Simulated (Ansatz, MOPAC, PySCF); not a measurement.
Bond stretch in HCl (cation, charge +1), doublet.

Computed with: UKS-B3LYP/6-31G* = PySCF with unrestricted B3LYP/6-31G*, spherical d; AM1, unrestricted, heats of formation (MOPAC); UKS-M06-2X/6-31G* = unrestricted M06-2X/6-31G*, spherical d in PySCF 2.14.0; FCI = full CI/aug-cc-pVDZ, frozen core run with Ansatz (an electronic-structure program).

Energies relative to the lowest point of each curve between 1.11 and 1.67 Å, where full CI is lowest, in kJ/mol; the last columns give the difference from FCI:

| R / Å | UKS-B3LYP/6-31G* | AM1 | UKS-M06-2X/6-31G* | FCI | UKS-B3LYP/6-31G* − FCI | AM1 − FCI | UKS-M06-2X/6-31G* − FCI |
|---|---|---|---|---|---|---|---|
| 0.95 | 391.6 | 280.1 | 384.0 | 403.9 | -12.3 | -123.8 | -19.9 |
| 1.04 | 182.9 | 141.4 | 177.0 | 192.1 | -9.2 | -50.7 | -15.1 |
| 1.11 | 88.7 | 74.7 | 84.3 | 95.3 | -6.6 | -20.6 | -11.0 |
| 1.15 | 53.7 | 48.5 | 50.2 | 58.9 | -5.2 | -10.4 | -8.7 |
| 1.20 | 24.4 | 25.3 | 21.9 | 28.0 | -3.5 | -2.6 | -6.0 |
| 1.27 | 3.8 | 6.7 | 2.7 | 5.4 | -1.6 | 1.3 | -2.6 |
| 1.30 | 0.5 | 2.6 | 0.0 | 1.3 | -0.8 | 1.3 | -1.3 |
| 1.34 | 0.0 | 0.0 | 0.2 | 0.0 | 0.0 | 0.0 | 0.2 |
| 1.37 | 2.1 | 0.0 | 2.8 | 1.5 | 0.5 | -1.5 | 1.3 |
| 1.43 | 11.0 | 4.1 | 12.6 | 9.7 | 1.2 | -5.7 | 2.9 |
| 1.49 | 24.5 | 12.6 | 27.0 | 22.9 | 1.6 | -10.3 | 4.1 |
| 1.57 | 46.9 | 29.7 | 50.6 | 45.6 | 1.3 | -15.9 | 5.0 |
| 1.67 | 78.3 | 57.8 | 83.6 | 78.3 | 0.0 | -20.6 | 5.2 |
| 1.80 | 120.1 | 101.2 | 127.4 | 123.1 | -3.0 | -21.9 | 4.3 |
| 1.93 | 159.6 | 147.1 | 169.1 | 166.6 | -7.0 | -19.5 | 2.5 |
| 2.14 | 213.2 | 214.8 | 227.5 | 229.3 | -16.1 | -14.5 | -1.7 |
| 2.34 | 250.2 | 264.2 | 268.4 | 278.7 | -28.5 | -14.5 | -10.3 |
| 2.61 | 304.7 | 308.6 | 330.9 | 330.9 | -26.1 | -22.3 | 0.0 |
| 2.93 | 330.1 | 338.2 | 331.5 | 374.3 | -44.2 | -36.0 | -42.7 |
| 3.33 | 345.1 | 354.5 | — | 406.2 | -61.0 | -51.7 | — |
| 3.89 | 350.7 | 360.8 | — | 423.5 | -72.9 | -62.7 | — |
| 4.54 | 347.9 | 362.5 | — | 428.2 | -80.3 | -65.6 | — |

UKS-B3LYP/6-31G* is furthest from FCI at 4.54 (-80.3 kJ/mol, below); its mean absolute difference over the points is 17.4 kJ/mol.

AM1 is furthest from FCI at 0.95 (-123.8 kJ/mol, below); its mean absolute difference over the points is 26.1 kJ/mol.

UKS-M06-2X/6-31G* is furthest from FCI at 2.93 (-42.7 kJ/mol, below); its mean absolute difference over the points is 7.6 kJ/mol.

Dashes: no converged value, or the column stops at the first point that the program doubted or that broke a chosen test of continuity, which isn't proof of a fault.

The unrestricted determinant behind UKS-B3LYP/6-31G* is spin-contaminated at 2.14 to 4.54 Å (<S²> up to 1.3, against 0.75 for a pure doublet). The unrestricted determinant behind UKS-M06-2X/6-31G* is spin-contaminated at 2.34 to 4.54 Å (<S²> up to 1.3, against 0.75 for a pure doublet).
